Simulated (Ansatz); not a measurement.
Born–Oppenheimer molecular dynamics of ClH$_{5}$OW (8 atoms, charge 0, multiplicity 1). It starts from a relaxed structure.

Theory: RKS B3LYP-D4/def2-SVP in Ansatz.

| Quantity | Value |
| --- | --- |
| ensemble | NVT, Langevin thermostat |
| time step | 0.25 fs |
| steps asked | 250 |
| set temperature | 400 K |
| friction | 0.05 /fs |
| seed | 75374 |

First frame:

```xyz
8
Properties=species:S:1:pos:R:3
W 0.409 0.035 0.306
O -0.296 -0.095 2.046
H -1.178 -0.224 2.421
Cl 2.591 -0.013 -0.473
H -0.331 1.465 -0.176
H -1.219 -0.027 -0.096
H -0.241 -1.423 -0.196
H 0.025 0.002 -1.334
```

(1) What does the run give?

(2) What happens to the structure?

(3) How do temperature and energy run in time?

Results:

(1) The run went to its last step.

- steps done: 250
- time covered: 62.5 fs
- mean temperature over the second half: 408 K
- spread of the potential energy over the second half: 5.7 meV per atom
- mean potential energy of the second half above the start: 46.0 meV per atom

A run of 0.062 ps of so small a system gives no equilibrium averages.

(2) The same pairs are bonded in the first frame and the last. Pairs count as bonded within 1.25 times the sum of covalent radii (0.12 Å more for H–H). Another seed would give other details.

(3) 
```json
{"time (fs)": "0.0", "T (K)": "350", "potential energy less start (eV)": "0.000"}
{"time (fs)": "3.0", "T (K)": "259", "potential energy less start (eV)": "0.125"}
{"time (fs)": "6.0", "T (K)": "236", "potential energy less start (eV)": "0.236"}
{"time (fs)": "9.0", "T (K)": "352", "potential energy less start (eV)": "0.192"}
{"time (fs)": "12.0", "T (K)": "262", "potential energy less start (eV)": "0.255"}
{"time (fs)": "15.0", "T (K)": "328", "potential energy less start (eV)": "0.122"}
{"time (fs)": "18.0", "T (K)": "299", "potential energy less start (eV)": "0.207"}
{"time (fs)": "21.0", "T (K)": "286", "potential energy less start (eV)": "0.253"}
{"time (fs)": "24.0", "T (K)": "365", "potential energy less start (eV)": "0.225"}
{"time (fs)": "27.0", "T (K)": "250", "potential energy less start (eV)": "0.293"}
{"time (fs)": "30.0", "T (K)": "179", "potential energy less start (eV)": "0.371"}
{"time (fs)": "33.0", "T (K)": "456", "potential energy less start (eV)": "0.366"}
{"time (fs)": "36.0", "T (K)": "413", "potential energy less start (eV)": "0.458"}
{"time (fs)": "39.0", "T (K)": "397", "potential energy less start (eV)": "0.437"}
{"time (fs)": "42.0", "T (K)": "432", "potential energy less start (eV)": "0.360"}
{"time (fs)": "45.0", "T (K)": "378", "potential energy less start (eV)": "0.352"}
{"time (fs)": "48.0", "T (K)": "400", "potential energy less start (eV)": "0.377"}
{"time (fs)": "51.0", "T (K)": "331", "potential energy less start (eV)": "0.354"}
{"time (fs)": "54.0", "T (K)": "409", "potential energy less start (eV)": "0.287"}
{"time (fs)": "57.0", "T (K)": "460", "potential energy less start (eV)": "0.308"}
{"time (fs)": "60.0", "T (K)": "397", "potential energy less start (eV)": "0.367"}
```

The run took 25 min on 2 threads of AMD EPYC (Zen 3), with other jobs on the host, peak memory 0.19 GiB.
